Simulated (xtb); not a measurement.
Cl$_{3}$Ge (SMILES [Cl][Ge]([Cl])[Cl]), doublet, from a rough starting geometry; GFN2-xTB (xtb).

The xtb input:
```
$ xtb mol.xyz --gfn 2 --uhf 1 --opt vtight --json

# file mol.xyz
4

Cl    -1.47843066    -1.41403319    -0.14293365
Ge    -0.02885958     0.00884619     0.66203835
Cl    -0.42589705     1.98000119    -0.25079996
Cl     1.89634793    -0.58728687    -0.18872279
```

Q: Predict the main parts of the log of this xtb run.

A: 
```
   ID    Z sym.   atoms
    1   17 Cl     1, 3, 4
    2   32 Ge     2

           -------------------------------------------------
          |                Calculation Setup                |
           -------------------------------------------------

           -------------------------------------------------
          |                 G F N 2 - x T B                 |
           -------------------------------------------------

          ...................................................
          :                      SETUP                      :
          :.................................................:
          :  # basis functions                  40          :
          :  # atomic orbitals                  36          :
          :  # shells                           12          :
          :  # electrons                        25          :
          :  max. iterations                   250          :
          :  Hamiltonian                  GFN2-xTB          :
          :  restarted?                      false          :
          :  GBSA solvation                  false          :
          :  PC potential                    false          :
          :  electronic temp.          300.0000000     K    :
          :  accuracy                    1.0000000          :
          :  -> integral cutoff          0.2500000E+02      :
          :  -> integral neglect         0.1000000E-07      :
          :  -> SCF convergence          0.1000000E-05 Eh   :
          :  -> wf. convergence          0.1000000E-03 e    :
          :  Broyden damping             0.4000000          :
          :  net charge                          0          :
          :  unpaired electrons                  1          :
          ...................................................

 iter      E             dE          RMSdq      gap      omega  full diag
   1    -15.2347101 -0.152347E+02  0.134E+01    5.05       0.0  T
   2    -15.0899067  0.144803E+00  0.117E+01    6.31       1.0  T
   3    -15.7123510 -0.622444E+00  0.530E+00    6.00       1.0  T
   4    -15.6704924  0.418586E-01  0.322E+00    5.87       1.0  T
   5    -15.7190626 -0.485702E-01  0.357E-01    6.24       1.0  T
   6    -15.7187021  0.360544E-03  0.424E-01    6.27       1.0  T
   7    -15.7190863 -0.384252E-03  0.686E-02    6.24       1.0  T
   8    -15.7190787  0.762756E-05  0.697E-02    6.24       1.0  T
   9    -15.7190894 -0.107178E-04  0.963E-03    6.24       5.2  T
  10    -15.7190895 -0.263312E-07  0.334E-03    6.24      15.0  T
  11    -15.7190895 -0.184673E-07  0.237E-03    6.24      21.1  T
  12    -15.7190895 -0.900852E-08  0.485E-04    6.24     103.1  T
  13    -15.7190895 -0.120886E-09  0.244E-04    6.24     204.8  T

   *** convergence criteria satisfied after 13 iterations ***

         :::::::::::::::::::::::::::::::::::::::::::::::::::::
         ::                     SUMMARY                     ::
         :::::::::::::::::::::::::::::::::::::::::::::::::::::
         :: total energy             -15.714766448453 Eh    ::
         :: gradient norm              0.004297294953 Eh/a0 ::
         :: HOMO-LUMO gap              6.244412057116 eV    ::
         ::.................................................::
         :: SCC energy               -15.719088320491 Eh    ::
         :: -> isotropic ES           -0.013365098198 Eh    ::
         :: -> anisotropic ES          0.001000883835 Eh    ::
         :: -> anisotropic XC          0.000394167984 Eh    ::
         :: -> dispersion             -0.004322394620 Eh    ::
         :: repulsion energy           0.004321872037 Eh    ::
         :: add. restraining           0.000000000000 Eh    ::
         :: total charge               0.000000000002 e     ::
         :::::::::::::::::::::::::::::::::::::::::::::::::::::

      -----------------------------------------------------------
     |                   =====================                   |
     |                        A N C O P T                        |
     |                   =====================                   |
     |               Approximate Normal Coordinate               |
     |                Rational Function Optimizer                |
      -----------------------------------------------------------
      -----------------------------------------------------------
     |                   =====================                   |
     |                        A N C O P T                        |
     |                   =====================                   |
     |               Approximate Normal Coordinate               |
     |                Rational Function Optimizer                |
      -----------------------------------------------------------

          ...................................................
          :                      SETUP                      :
          :.................................................:
          :   optimization level         verytight          :
          :   max. optcycles                   200          :
          :   ANC micro-cycles                  20          :
          :   degrees of freedom                 6          :
          :.................................................:
          :   RF solver                   davidson          :
          :   write xtbopt.log                true          :
          :   linear?                        false          :
          :   energy convergence         0.1000000E-06 Eh   :
          :   grad. convergence          0.2000000E-03 Eh/α :
          :   maxmium RF displ.          1.0000000          :
          :   Hlow (freq-cutoff)         0.1000000E-01      :
          :   Hmax (freq-cutoff)         5.0000000          :
          :   S6 in model hess.         20.0000000          :
          ...................................................

generating ANC from exact Hessian ...
Using Lindh-Hessian (1995)
 Shifting diagonal of input Hessian by    8.4724642542532633E-003
[...]
 * total energy  :   -15.7147664 Eh     change       -0.3606182E-10 Eh
 * total energy  :   -15.7148771 Eh     change       -0.1106249E-03 Eh
 * total energy  :   -15.7149208 Eh     change       -0.4368583E-04 Eh
 * total energy  :   -15.7148895 Eh     change        0.3124912E-04 Eh
 * total energy  :   -15.7149305 Eh     change       -0.4101770E-04 Eh
 * total energy  :   -15.7149307 Eh     change       -0.1602653E-06 Eh
 * total energy  :   -15.7149309 Eh     change       -0.2242872E-06 Eh
 * total energy  :   -15.7149309 Eh     change       -0.9905897E-08 Eh
   *** GEOMETRY OPTIMIZATION CONVERGED AFTER 8 ITERATIONS ***
[...]
          :  net charge                          0          :
          :  unpaired electrons                  1          :
          ...................................................

 iter      E             dE          RMSdq      gap      omega  full diag
   1    -15.7193649 -0.157194E+02  0.206E-05    6.38       0.0  T
   2    -15.7193649 -0.211386E-12  0.181E-05    6.38    2769.3  T
   3    -15.7193649 -0.110134E-12  0.142E-05    6.38    3531.6  T

   *** convergence criteria satisfied after 3 iterations ***

         :::::::::::::::::::::::::::::::::::::::::::::::::::::
         ::                     SUMMARY                     ::
         :::::::::::::::::::::::::::::::::::::::::::::::::::::
         :: total energy             -15.714930922249 Eh    ::
         :: gradient norm              0.000043612121 Eh/a0 ::
         :: HOMO-LUMO gap              6.378740199854 eV    ::
         ::.................................................::
         :: SCC energy               -15.719363775269 Eh    ::
         :: -> isotropic ES           -0.013250410113 Eh    ::
         :: -> anisotropic ES          0.000978963946 Eh    ::
         :: -> anisotropic XC          0.000404950648 Eh    ::
         :: -> dispersion             -0.004329922736 Eh    ::
         :: repulsion energy           0.004432853020 Eh    ::
         :: add. restraining           0.000000000000 Eh    ::
         :: total charge               0.000000000004 e     ::
         :::::::::::::::::::::::::::::::::::::::::::::::::::::

           -------------------------------------------------
          |                Property Printout                |
           -------------------------------------------------

    * Orbital Energies and Occupations

         #    Occupation            Energy/Eh            Energy/eV
      -------------------------------------------------------------
         1        2.0000           -1.0701795             -29.1211
         2        2.0000           -1.0701730             -29.1209
         3        2.0000           -1.0676070             -29.0511
         4        2.0000           -0.6605954             -17.9757
         5        2.0000           -0.4902248             -13.3397
         6        2.0000           -0.4902108             -13.3393
         7        2.0000           -0.4720383             -12.8448
         8        2.0000           -0.4616812             -12.5630
         9        2.0000           -0.4616746             -12.5628
        10        2.0000           -0.4499401             -12.2435
        11        2.0000           -0.4499295             -12.2432
        12        2.0000           -0.4485224             -12.2049
        13        1.0000           -0.4001394             -10.8883 (HOMO)
        14                         -0.1657250              -4.5096 (LUMO)
        15                         -0.1656627              -4.5079
        16                         -0.1566213              -4.2619
        17                         -0.0044266              -0.1205
        18                         -0.0044257              -0.1204
        19                         -0.0017897              -0.0487
        20                         -0.0017864              -0.0486
        21                         -0.0014236              -0.0387
        22                         -0.0008101              -0.0220
        23                          0.0001944               0.0053
        24                          0.0002025               0.0055
       ...                                ...                  ...
        36                          0.9334267              25.3998
      -------------------------------------------------------------
                  HL-Gap            0.2344144 Eh            6.3787 eV
             Fermi-level           -0.3535440 Eh           -9.6204 eV

     #   Z          covCN         q      C6AA      α(0)
     1  17 Cl       0.811    -0.120   102.803    15.511
     2  32 Ge       2.432     0.361   219.306    29.357
     3  17 Cl       0.811    -0.120   102.802    15.511
     4  17 Cl       0.811    -0.120   102.802    15.510

 Mol. C6AA /au·bohr⁶  :       2020.894604
 Mol. C8AA /au·bohr⁸  :     113128.841586
 Mol. α(0) /au        :         75.888201

Wiberg/Mayer (AO) data.
largest (>0.10) Wiberg bond orders for each atom

 ---------------------------------------------------------------------------
     #   Z sym  total        # sym  WBO       # sym  WBO       # sym  WBO
 ---------------------------------------------------------------------------
     1  17 Cl   1.347 --     2 Ge   1.105     3 Cl   0.121     4 Cl   0.121
     2  32 Ge   3.315 --     4 Cl   1.105     3 Cl   1.105     1 Cl   1.105
     3  17 Cl   1.347 --     2 Ge   1.105     4 Cl   0.121     1 Cl   0.121
     4  17 Cl   1.347 --     2 Ge   1.105     3 Cl   0.121     1 Cl   0.121
 ---------------------------------------------------------------------------

Topologies differ in total number of bonds
Writing topology from bond orders to xtbtopo.mol

molecular dipole:
                 x           y           z       tot (Debye)
 q only:        0.003       0.017       0.589
   full:        0.003       0.015       0.522       1.327
molecular quadrupole (traceless):
                xx          xy          yy          xz          yz          zz
 q only:       -1.568       0.001      -1.565       0.004       0.130       3.132
  q+dip:       -1.796      -0.000      -1.792       0.009       0.150       3.588
   full:       -2.322       0.001      -2.316       0.015       0.196       4.638

optimized geometry written to: xtbopt.xyz

           -------------------------------------------------
          | TOTAL ENERGY              -15.714930922249 Eh   |
          | GRADIENT NORM               0.000043612121 Eh/α |
          | HOMO-LUMO GAP               6.378740199854 eV   |
           -------------------------------------------------

normal termination of xtb
```
